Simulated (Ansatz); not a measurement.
This singlet lies 1.88 eV below the relaxed triplet at the level frozen-core CCSD(T)/aug-cc-pVTZ // PBE0-D3(BJ)/def2-TZVPD (Ansatz, an electronic-structure program).

A geometry relaxed with PBE0-D3(BJ)/def2-TZVPD in Ansatz, charge -1, multiplicity 1:

```xyz
3

Cl    -1.7345    -0.4962     0.0000
Cl     1.7363    -0.4900     0.0000
Al    -0.0018     0.9862     0.0000
```

Problem. Write the SMILES of this molecule.

Solution. `[Cl][Al-][Cl]`
